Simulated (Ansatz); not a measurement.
Reaction (redistribution): `O=C[SiH](O)Cl` + `[SiH3][CH2][SnH2][SH]` → `O=C[SiH]([SiH3])Cl` + `O[CH2][SnH2][SH]`

Computed with Ansatz on PBE0-D4/def2-TZVP structures; ΔE is electronic, products minus reactants. CCSD(T)/CBS is the MP2 limit (def2-TZVPP, def2-QZVPP) plus CCSD(T) − MP2 in def2-TZVPP, frozen cores. Functionals use def2-TZVPP. B3LYP here is the variant with VWN-RPA as its local correlation; programs differ in this. Elements past krypton have def2 core potentials. For Sn outer-core shells are correlated without core-valence functions, which leaves a few kJ/mol of doubt a bond. One conformer a species, not always the lowest.

`O=C[SiH](O)Cl`:

Z-matrix (Å, degrees):
```
Si
C 1 1.921
Cl 1 2.050 2 105.5
O 1 1.624 2 105.0 3 120.1
H 1 1.476 2 115.4 3 -118.3
O 2 1.208 1 117.3 3 -113.9
H 2 1.112 1 122.9 3 63.8
H 4 0.964 1 113.7 2 -15.4
```

`[SiH3][CH2][SnH2][SH]`:

```xyz
12

Si    1.648    0.043    0.596
C     0.581   -0.137   -0.929
Sn   -1.487    0.340   -0.616
S    -2.044    0.059    1.712
H     1.299   -0.995    1.600
H     3.086   -0.117    0.240
H     1.464    1.387    1.204
H     0.942    0.529   -1.718
H     0.636   -1.159   -1.310
H    -1.789    1.990   -0.923
H    -2.495   -0.671   -1.555
H    -1.841   -1.269    1.697
```

`O=C[SiH]([SiH3])Cl`:

```xyz
10

O     1.766   -1.791   -0.097
C     0.995   -1.442    0.759
Si   -0.635   -0.539    0.265
Si   -0.136    1.441   -0.877
Cl   -1.682   -0.117    1.993
H     1.221   -1.629    1.835
H    -1.434   -1.489   -0.548
H    -1.401    2.149   -1.203
H     0.601    1.118   -2.125
H     0.704    2.298   -0.001
```

`O[CH2][SnH2][SH]`:

Cartesian coordinates in Å:
```
O 0.023 -1.254 -1.347
C 0.988 -0.805 -0.432
Sn 0.073 0.560 0.992
S -1.574 1.602 -0.455
H -0.487 -0.490 -1.651
H 1.382 -1.676 0.093
H 1.826 -0.292 -0.921
H 1.082 1.813 1.566
H -0.769 -0.197 2.269
H -2.544 0.739 -0.113
```

Question: Is it downhill or uphill in electronic energy at CCSD(T)/CBS, and by how much? (Best estimate.)

Answer: Ansatz gave: Uphill: ΔE = +222.2 kJ/mol.

Question: What do these levels give: PBE-D4, B3LYP-D4, r2SCAN, B3LYP, HF/def2-TZVPP, MP2/def2-TZVPP, CCSD(T)/def2-TZVPP, HF/def2-QZVPP, SCS-MP2/def2-QZVPP, HF/CBS(def2), MP2/CBS(def2), CCSD/CBS(def2)? (Best estimate.)

Answer: Ansatz gave: PBE-D4 183.5, B3LYP-D4 206.3, r2SCAN 208.4, B3LYP 202.9, HF/def2-TZVPP 232.7, MP2/def2-TZVPP 236.6, CCSD(T)/def2-TZVPP 221.0, HF/def2-QZVPP 234.2, SCS-MP2/def2-QZVPP 233.3, HF/CBS(def2) 234.5, MP2/CBS(def2) 237.9, CCSD/CBS(def2) 224.8 kJ/mol.

Largest T1 diagnostic among the species: 0.014.

The D4 term adds +3.4 kJ/mol with B3LYP and +1.8 kJ/mol with PBE0; it sums over pairs of atoms, weighted by their polarisabilities, and B3LYP, whose exchange is more repulsive, gets the larger term. From PBE to PBE0 (25 % exact exchange), in def2-TZVPP and without D4, ΔE moves by +15.6 kJ/mol.
